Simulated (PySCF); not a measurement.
Molecule: SMILES CSc1ccc([SiH3])cc1. Atoms near the plane z = 0.8 Å, at the GFN2-xTB optimised geometry (x, y, z in Å): C1 (-0.7, -3.5, -0.1), S2 (-1.9, -2.1, 0.0), C3 (-0.9, -0.7, 0.0), C4 (-1.6, 0.5, 0.0), C5 (-0.9, 1.7, 0.0), C6 (0.5, 1.7, 0.0), Si7 (1.5, 3.4, 0.0), C8 (1.2, 0.5, 0.0), C9 (0.5, -0.7, 0.0), H10 (-1.3, -4.4, -0.1), H11 (-0.1, -3.5, 0.8), H13 (-2.7, 0.5, 0.0), H14 (-1.4, 2.6, 0.0), H16 (1.8, 3.7, 1.4), H18 (2.2, 0.5, 0.0), H19 (1.0, -1.6, 0.0).

Computed with PBE/def2-SVP in PySCF. The values are rescaled to run from 0 to 1.

```
|.........................|
|.........................|
|.........................|
|.............:---:.......|
|...........:-*@@%-.......|
|........::::+@@@@+.......|
|.......::---*@@@@*:......|
|.......:-++=+@@@@+:......|
|.......::*@@@@@@*-:......|
|......::-#@@@@@=-::......|
|.....:--*@@%*@@#=-::.....|
|.....:=*@@@+=@@@*=::.....|
|.....:-=#@@#*@@%=-::.....|
|.......:=@@@@@@-::::.....|
|....  .-#@@@@@%-:::......|
|...    #@@@*++*=:::......|
|..     @@@@+===-:::......|
|...    *@@@%#+--:::......|
|...    :*%@@@@-::::......|
|.......:-+@@@@-::::......|
|.......:-+***=:::::......|
|.......:-==--:::::.......|
|.......::--::::::........|
|.......:::::::::.........|
|.......::::::::..........|
```
Scale: ten equal steps from 0.000 (start of ' ') to 1.00 (end of '@'), in the order ' .:-=+*#%@'; x runs from -6.50 to 6.50, y from -6.50 (bottom) to 6.50 (top).

Question: Which quantity is mapped?
A. an orbital amplitude
B. electrostatic potential
C. Laplacian of the electron density
D. deformation density (molecule minus spherical neutral atoms)

Answer: B, electrostatic potential. In full: electrostatic potential (hartree/e), clipped to [-0.08, 0.12].
